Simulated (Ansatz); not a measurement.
Abridged output of a molecular run in Ansatz:

```
Functional definition: HF
  name "HF"
  cite "Fock, Z. Phys. 61, 126 (1930) doi:10.1007/BF01340294"
  parent pbe
  exchange = exact_x
  correlation = 0
1336 factors; integrals over basis functions are off by at most 1.1e-3 eV
mean field evaluation 1: about -125359.8577 eV, gradient 4.8e1 eV
mean field evaluation 2: about -125359.9575 eV, gradient 4.8e1 eV
mean field evaluation 4: about -125364.3864 eV, gradient 3.5e0 eV
mean field evaluation 8: about -125364.4295 eV, gradient 2.8e-1 eV
mean field evaluation 16: about -125364.4293 eV, gradient 1.9e-6 eV
mean field -125364.42932091 eV, -4607.0578024812 hartree, gradient 1.9e-6 eV, S^2 0.000000; 0 other end points of the search recorded, 0 dependent functions left out
20 core orbitals not correlated: weight in the atoms' cores, before any rotation towards them, 1.000 or more for the frozen orbitals, at most 0.000 for the correlated occupied ones
reference -125364.42932091 eV, -4607.0578024812 hartree; 22, 22 occupied and 172, 172 virtual orbitals, 1336 factors
second order -25.28722598 eV of doubles, -0.00000000 eV of singles
cycle   1  -24.87431731 eV  change    4.1e-1 eV  update   1.1e-1
cycle   2  -25.50715829 eV  change   -6.3e-1 eV  update   3.0e-2
cycle   3  -25.61293963 eV  change   -1.1e-1 eV  update   1.5e-2
cycle   4  -25.59646483 eV  change    1.6e-2 eV  update   3.7e-3
cycle   5  -25.59642376 eV  change    4.1e-5 eV  update   1.8e-3
cycle   6  -25.59686091 eV  change   -4.4e-4 eV  update   5.0e-4
cycle   7  -25.59655912 eV  change    3.0e-4 eV  update   2.1e-4
cycle   8  -25.59654795 eV  change    1.1e-5 eV  update   6.2e-5
cycle   9  -25.59657109 eV  change   -2.3e-5 eV  update   2.6e-5
perturbative correction -0.98483590 eV, -0.0361920520 hartree
Total energy: -125391.01072791 eV, -4608.0346511709 hartree
```

Its atoms:

```xyz
8

N    -1.0448   -1.0619   -0.7102
Ga   -0.1045   -0.0271    0.4368
N     1.2227    1.1079   -0.0331
Br   -0.6365   -0.1649    2.6594
H    -1.0568   -0.8789   -1.6996
H    -1.8961   -1.5014   -0.4030
H     1.6848    1.0416   -0.9245
H     1.8312    1.4847    0.6741
```

Problem. Which basis set was used?
A. def2-QZVPP
B. def2-SVPD
C. def2-SVP
D. def2-TZVPP

Solution. D. It gives 214 functions.

Problem. Write the keys of the input that set method, charge and spin (a neutral closed shell needs none for the last two).

Solution. 
```yaml
correlation: {method: ccsd_t}
```
